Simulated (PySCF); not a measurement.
# Diatomics of Li with group 12

CCSD(T) with double-zeta basis sets in PySCF, for the lowest determinant that a PBE0 search found; no spin–orbit coupling. De refers to high-spin ground-configuration atoms.

```
 M      basis  reference, frozen orbitals  state (unpaired electrons)  Re (Å)  ωe (cm⁻¹)  De (eV)
Zn  def2-SVPD                     ROHF, 5               doublet (σ ↑)   3.137        111     0.08
Cd   def2-SVP                      UHF, 0               doublet (σ ↑)   3.381       72.7     0.04
Hg  def2-SVPD                      UHF, 0               doublet (σ ↑)   3.421       56.4     0.04
```

The shortest bond is that of LiZn (3.137 Å), the longest that of LiHg (3.421 Å).

The rows differ in basis set, which adds steps of its own.

Down a group the atoms grow and get heavier, so bonds lengthen and wavenumbers fall; this series shows no clear exception.

Correlated steps freeze the inner cores (0 to 5 orbitals); shallow outer-core shells are correlated. UHF and ROHF references stand side by side, which adds small steps between rows. Weak bonds: LiCd, LiHg, LiZn. Basis-set superposition, not corrected here, can be much of De in a small basis, most of all at correlated wavefunction levels. Spin–orbit coupling is left out. States were picked by a PBE0 search and need not be the measured ground states.
